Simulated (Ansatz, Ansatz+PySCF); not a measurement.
```yaml
atoms:
  - { symbol: Cl, position_ang: [0.0000, 0.0000, -1.9293] }
  - { symbol: Zn, position_ang: [0.0000, 0.0000, 0.0000] }
  - { symbol: Cl, position_ang: [0.0000, 0.0000, 1.9293] }
```

RHF-MP2 on singlet ZnCl2 was run in several spherical basis sets with Ansatz (development build ahead of 0.2.0). Frozen core: 15 orbitals.

Problem. Rank the basis sets by the total energy that they give, lowest first, with the distance from the lowest.
A. cc-pVTZ
B. cc-pVDZ
C. def2-SVP
D. def2-TZVP
E. 6-31G(d)

Solution. A (0.00 eV), D (7.90 eV), B (10.78 eV), E (31.35 eV), C (34.52 eV).

Totals follow the description of the cores as much as that of the bonds, so this order isn't one of quality for chemistry.
